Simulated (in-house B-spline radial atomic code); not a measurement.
A run on Tb that did not converge. Method: scalar-relativistic (X2C) revTPSS, spin-polarised, spherical fractional occupations, Fermi nucleus of rms radius 5.06 fm; computed with a B-spline radial code for spherical atoms.

Command:
```bash
python run_scf.py task.json out
```
Settings (nuclear radius in fm, mass in u):
```
Z                65
configuration    [Kr] 4d9.875 4f9 5s2 5p6 5f0.125 6s2
hamiltonian      x2c
method           revtpss,revtpss
spin_polarised   True
nucleus          fermi
rms_radius       5.06
atomic_mass      158.92535
speed_of_light   137.035999084
```

First and last ten iterations of the last attempt (damped for 15 steps, keeping 80 % of the old Fock matrix, then DIIS):
```
 iter        energy (Eh)    residual
    1      -11706.122183    1.05e-01
    2      -11706.125777    3.38e-03
    3      -11706.126042    1.84e-03
    4      -11706.126069    1.27e-03
    5      -11706.126075    9.18e-04
    6      -11706.126078    6.95e-04
    7      -11706.126080    5.34e-04
    8      -11706.126081    4.11e-04
    9      -11706.126082    3.17e-04
   10      -11706.126083    2.45e-04
  111      -11706.126094    4.00e-06
  112      -11706.126095    4.24e-06
  113      -11706.126095    4.79e-06
  114      -11706.126090    2.04e-05
  115      -11706.126093    8.49e-06
  116      -11706.126093    7.34e-06
  117      -11706.126094    7.26e-06
  118      -11706.126094    7.06e-06
  119      -11706.126093    9.02e-06
  120      -11706.126084    3.09e-05
 not converged after 120 iterations
```

The smallest residual met was 3.3e-06; the threshold is about 6e-07. Over the last five steps the energy moves by less than 2e-05 hartree, but the orbitals didn't meet the threshold. Time taken, with all properties: 7.1 s on 1 thread of Arm Neoverse V1 (shared host).
